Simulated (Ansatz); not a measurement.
Ligand exchange: CBr3Cl + BH2F → CBr2ClF + BH2Br

Species: CBr3Cl (tribromochloromethane) `ClC(Br)(Br)Br`, singlet; BH2F `BF`, singlet; CBr2ClF `FC(Cl)(Br)Br`, singlet; BH2Br `BBr`, singlet. The partners trade Br for F: C–Br and B–F bonds give way to C–F and B–Br.

Shapes, held fixed at every level: PBE0-D4/def2-TZVP. Programs: Ansatz 0.2.0. The zero-point and thermal change to 298 K, harmonic and unscaled (PBE0-D4/def2-TZVP), is -0.5 kJ/mol.

| level | kind | ΔH(298 K) (kJ/mol) | less CCSD(T)/def2-TZVPP |
| --- | --- | --- | --- |
| HF/def2-TZVPP | Hartree–Fock | +33.4 | -16.2 |
| PBE-D4/def2-TZVPP | GGA | +39.0 | -10.6 |
| wB97M-V/def2-TZVPP | range-separated hybrid | +42.6 | -7.0 |
| wB97X-V/def2-TZVPP | range-separated hybrid | +39.5 | -10.1 |
| B2PLYP/def2-TZVPP | double hybrid | +47.8 | -1.8 |
| CCSD/def2-SVP | coupled cluster or CI | +42.2 | -7.4 |
| CCSD/def2-TZVPP | coupled cluster or CI | +47.5 | -2.1 |
| CCSD(T)/def2-TZVPP | coupled cluster or CI | +49.6 | 0.0 |

The highest level, CCSD(T)/def2-TZVPP, gives ΔH(298 K) = +49.6 kJ/mol; the levels span +33.4 to +49.6. The column of differences is taken from that level and isn't an error. No measured value is set beside it here. Relativity is left out for Br unless named. Correlated rows may include outer-core shells of Br, which these sets cover unevenly.
